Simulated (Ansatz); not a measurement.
Relaxation of C$_{4}$H$_{5}$FSe (11 atoms, charge 0, multiplicity 1), to a largest force component of 0.015 eV/Å in at most 40 steps.

All numbers below come from Ansatz, RHF/def2-SVP.

```xyz
11
Properties=species:S:1:pos:R:3:forces:R:3
C -1.070 -1.398 1.706 0.68 2.58 -0.73
C -0.838 -1.003 0.472 0.29 -0.59 0.17
C -0.581 -0.644 -0.761 -0.36 -1.13 -0.71
F -0.089 -1.568 -1.655 0.48 1.66 1.30
Se -0.688 1.187 -1.288 -0.31 -0.36 -0.50
C 1.169 1.544 -0.802 0.45 -0.38 1.76
H -1.499 -2.333 1.896 -1.82 -0.89 0.44
H -0.909 -0.647 2.502 1.14 -1.31 -0.06
H 1.837 0.888 -1.359 -0.10 0.14 -0.14
H 1.418 2.589 -0.991 -0.19 -0.10 -0.13
H 1.316 1.328 0.301 -0.24 0.37 -1.40
```

Problem. Where does it end, and by what steps?

Solution. The run converged. After 19 steps the energy has fallen by 1.568 eV; H8 moved furthest, 1.03 Å.

```
step  energy less start (eV)  largest force component (eV/Å)  accepted
   0                  0.0000                           2.583       yes
   1                 -0.6928                           1.303       yes
   2                 -1.0408                           1.298       yes
   3                 -1.3159                           0.911       yes
   4                 -1.4618                           0.558       yes
   5                 -1.5385                           0.273       yes
   6                 -1.5610                           0.095       yes
   7                 -1.5331                           0.571        no
   8                 -1.5643                           0.047       yes
   9                 -1.5651                           0.122       yes
  10                 -1.5644                           0.147        no
  11                 -1.5664                           0.073       yes
  12                 -1.5673                           0.040       yes
  13                 -1.5678                           0.056       yes
  14                 -1.5680                           0.050       yes
  15                 -1.5682                           0.032       yes
  16                 -1.5682                           0.023       yes
  17                 -1.5682                           0.027        no
  18                 -1.5682                           0.016       yes
  19                 -1.5683                           0.007       yes
```

```xyz
11
Properties=species:S:1:pos:R:3
C -1.364 -1.640 1.767
C -0.836 -1.139 0.691
C -0.329 -0.612 -0.382
F 0.411 -1.333 -1.217
Se -0.622 1.183 -0.930
C 1.248 1.715 -1.067
H -2.364 -2.057 1.759
H -0.818 -1.657 2.703
H 1.767 1.059 -1.761
H 1.253 2.732 -1.453
H 1.721 1.691 -0.089
```

Whether the end is a true minimum wasn't checked by a vibrational analysis.

Time of the run: 43 s on 2 threads of Arm Neoverse V2, on a shared host, peak memory 0.32 GiB.
